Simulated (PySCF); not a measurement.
Structure elucidation problem

An unknown has the formula C₄H₁₃NSi₃. Its calculated NMR data are:

$^{1}$H NMR (300 MHz, computed): δ 6.98 (m, 1H), 4.87 (m, 1H), 4.79 (s, 6H), 4.47 (m, 1H), 4.15 (m, 1H), 2.08 (m, 1H), 1.36 (m, 1H), 0.88 (m, 1H).

$^{13}$C{$^{1}$H} NMR (computed): δ 149.6 (CH), 109.7 (CH2), 20.8 (CH), 13.2 (CH2).

Computational details: GFN2-xTB structure, GIAO PBE0/pcSseg-1 shieldings, in PySCF 2.14.0 with density-fitted response routines (no relativistic terms, one averaged value for each set of equivalent atoms, one computed conformer, no solvent).

References, each an isolated molecule treated in the same way: TMS for $^{1}$H (σref 31.72), $^{13}$C (σref 186.93).

Propose a structure and justify it.

Results:


The formula gives 2 degrees of unsaturation (1 ring in the answer). 4 carbon signals for 4 carbons: no two carbons are equivalent. Carbon types of the structure: 2 × CH, 2 × CH2, leaving 7 H on heteroatoms. δC 149.6: alkene CH; as expected for a trigonal carbon in a double bond. δC 109.7: terminal =CH2 carbon; an sp2 carbon of a C=C bond. δC 20.8, 13.2: three-membered-ring carbon; carbons of three-membered rings are unusually shielded. δH 6.98: hydrogen on an alkene CH; olefinic region. δH 4.87, 4.47: hydrogen on a terminal =CH2 carbon; olefinic region. δH 4.79: hydrogen on a silicon bonded to N. δH 2.08, 1.36, 0.88: hydrogen on a three-membered-ring carbon.

Structure: SMILES C=C[C@@H]1C[Si@H]1N([SiH3])[SiH3].

This is the structure that produced the data.

Shifts are as computed. Against solution values, carbons near 30 ppm lie about +3 ppm off and those near 130 ppm about +5 ppm. Of 1211 compounds with measured shifts, 218 miss one by over three times the rms of a fit or turn the order of signals round; such compounds aren't used in these exercises. Multiplicities follow the n + 1 count of equivalent neighbours, as no J values were calculated; m marks all less simple cases, F and P coupling included.
